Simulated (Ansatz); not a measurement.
BCl2 (SMILES Cl[B]Cl), doublet, at a GFN2-xTB geometry; SC-NEVPT2/6-31G, CASSCF(3,5) (Ansatz, a program for electronic structure).

The Ansatz input:
Ansatz 0.2 input:
```yaml
crystal:
  periodic: [false, false, false]
  atoms:
    - {symbol: B, position_ang: [-0.01065557, 0.71135712, -0.06266828]}
    - {symbol: Cl, position_ang: [1.48570467, -0.08446017, -0.01439496]}
    - {symbol: Cl, position_ang: [-1.48257068, -0.12476251, 0.03282680]}
basis:
  gaussian:
    orbitals: 6-31G
correlation: {method: sc_nevpt2, electrons: all, active_space: {window: {electrons: 3, orbitals: 5}}}
magnetization: {spin_polarized: false, initial_magnetization: 1}
```

Q: What does Ansatz print? Leave out banner, timings and long lists.

A: 
```
Functional definition: HF
406 factors; integrals over basis functions are off by at most 1.5e-4 eV
mean field evaluation 1: about -25674.8897 eV, gradient 1.5e1 eV
mean field evaluation 2: about -25675.0013 eV, gradient 1.6e1 eV
mean field evaluation 4: about -25676.4775 eV, gradient 1.8e0 eV
mean field evaluation 8: about -25676.5166 eV, gradient 7.6e-2 eV
mean field -25676.51664905 eV, -943.5945826844 hartree, gradient 3.9e-6 eV, S^2 0.750000; 0 other end points of the search recorded, 0 dependent functions left out
reference -25676.51664905 eV, -943.5945826844 hartree; 20, 19 occupied and 15, 16 virtual orbitals, 406 factors
state -25676.89117601 eV, -943.6083462963 hartree
state -25676.89117601 eV, -943.6083462963 hartree; corrected -25680.00200480 eV, -943.7226671459 hartree
Total energy: -25680.00200480 eV, -943.7226671459 hartree
```
